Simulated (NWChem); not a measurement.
System: C$_{2}$H$_{4}$N$_{2}$Si; SMILES C1=NC=N[SiH2]1

Input file for NWChem:

```
start job
memory heap 200 mb stack 900 mb global 1100 mb
geometry units angstroms noautosym nocenter noautoz
  C      1.260724    -0.393628     0.000000
  N      0.521792    -1.441875     0.000000
  C     -0.880855    -1.088130     0.000000
  N     -1.310650     0.109387     0.000000
  Si     0.126358     1.141829     0.000000
  H      2.351788    -0.519827     0.000000
  H     -1.556593    -1.957284     0.000000
  H      0.224592     1.983265     1.224917
  H      0.224592     1.983265    -1.224917
end
basis spherical
  * library 6-31g*
end
dft
  xc b3lyp
  iterations 150
end
property
  shielding 8 1 2 3 4 5 6 7 8
end
task dft property
```

Excerpt of the output:

```
             Northwest Computational Chemistry Package (NWChem) 7.3.0
             --------------------------------------------------------

                             Geometry "geometry" -> ""
                             -------------------------

 Output coordinates in angstroms (scale by  1.889725989 to convert to a.u.)

  No.       Tag          Charge          X              Y              Z
 ---- ---------------- ---------- -------------- -------------- --------------
    1 C                    6.0000     1.26072400    -0.39362800     0.00000000
    2 N                    7.0000     0.52179200    -1.44187500     0.00000000
    3 C                    6.0000    -0.88085500    -1.08813000     0.00000000
    4 N                    7.0000    -1.31065000     0.10938700     0.00000000
    5 Si                  14.0000     0.12635800     1.14182900     0.00000000
    6 H                    1.0000     2.35178800    -0.51982700     0.00000000
    7 H                    1.0000    -1.55659300    -1.95728400     0.00000000
    8 H                    1.0000     0.22459200     1.98326500     1.22491700
    9 H                    1.0000     0.22459200     1.98326500    -1.22491700

 Effective nuclear repulsion energy (a.u.)     206.9405451490

                              NWChem Property Module
                              ----------------------

  itol2e modified to match energy
  convergence criterion.

                                 NWChem DFT Module
                                 -----------------

 Summary of "ao basis" -> "ao basis" (spherical)
 ------------------------------------------------------------------------------
       Tag                 Description            Shells   Functions and Types
 ---------------- ------------------------------  ------  ---------------------
 C                           6-31g*                  6       14   3s2p1d
 N                           6-31g*                  6       14   3s2p1d
 Si                          6-31g*                  8       18   4s3p1d
 H                           6-31g*                  2        2   2s

  itol2e modified to match energy
  convergence criterion.

[...]

          -----------------------------------------
          Chemical Shielding Tensors (GIAO, in ppm)
          -----------------------------------------

                                NWChem CPHF Module
                                ------------------

  scftype          =     RHF
  nclosed          =       22
  nopen            =        0
  variables        =     1320
  # of vectors     =        3
  tolerance        = 0.10D-03
  level shift      = 0.00D+00
  max iterations   =       50
  max subspace     =       30

 SCF residual:    7.6777815216339164E-005

Iterative solution of linear equations
  No. of variables     1320
  No. of equations        3
  Maximum subspace       30
        Iterations       50
       Convergence  1.0D-04

   iter   nsub   residual    time
   ----  ------  --------  ---------
     1      3    6.48D-01      39.1
     2      6    9.60D-02      42.6
     3      9    7.21D-03      46.1
     4     12    3.82D-04      49.7
     5     15    1.62D-05      53.2

      Atom:    1  C
        Diamagnetic
    261.6329     -2.2836     -0.0000
     -2.2836    264.1042      0.0000
     -0.0000      0.0000    238.6639

        Paramagnetic
   -388.5884    -14.0199      0.0000
    -14.0199   -274.2227     -0.0000
      0.0000     -0.0000    -93.2479

        Total Shielding Tensor
   -126.9555    -16.3036      0.0000
    -16.3036    -10.1185     -0.0000
      0.0000     -0.0000    145.4161

           isotropic =       2.7807
          anisotropy =     213.9531

          Principal Components and Axis System
                 1           2           3
              145.4161   -129.1879     -7.8861

      1         0.0000      0.9908     -0.1357
      2        -0.0000      0.1357      0.9908
      3         1.0000     -0.0000      0.0000

      Atom:    2  N
        Diamagnetic
    341.3337      9.3153     -0.0000
      9.3153    322.1414     -0.0000
     -0.0000     -0.0000    312.2659

        Paramagnetic
   -880.4757    -82.5049      0.0000
    -82.5049   -460.7363      0.0000
      0.0000      0.0000    -95.9282

        Total Shielding Tensor
   -539.1420    -73.1896      0.0000
    -73.1896   -138.5949      0.0000
      0.0000      0.0000    216.3377

           isotropic =    -153.7997
          anisotropy =    -597.4452

          Principal Components and Axis System
                 1           2           3
             -552.0965    216.3377   -125.6404

      1         0.9847      0.0000     -0.1743
      2         0.1743     -0.0000      0.9847
      3        -0.0000      1.0000      0.0000

      Atom:    3  C
        Diamagnetic
    265.3061     -5.1650     -0.0000
     -5.1650    262.8682     -0.0000
     -0.0000     -0.0000    240.0669

        Paramagnetic
   -322.6060    -13.6672      0.0000
    -13.6672   -204.9800      0.0000
      0.0000      0.0000   -154.3734

        Total Shielding Tensor
    -57.2999    -18.8322      0.0000
    -18.8322     57.8882      0.0000
      0.0000      0.0000     85.6935

           isotropic =      28.7606
          anisotropy =      85.3993

          Principal Components and Axis System
                 1           2           3
               85.6935     60.8890    -60.3006

      1        -0.0000     -0.1574      0.9875
      2         0.0000      0.9875      0.1574
      3         1.0000     -0.0000     -0.0000

      Atom:    4  N
        Diamagnetic
    319.0973      5.4245     -0.0000
      5.4245    339.7844      0.0000
     -0.0000      0.0000    307.1758

[...]
```

Level: B3LYP/6-31G* (spherical d), GIAO. Geometry: optimised at PBE0/def2-SVP. The printed shielding anisotropy is the first printed principal value minus the mean of the other two.
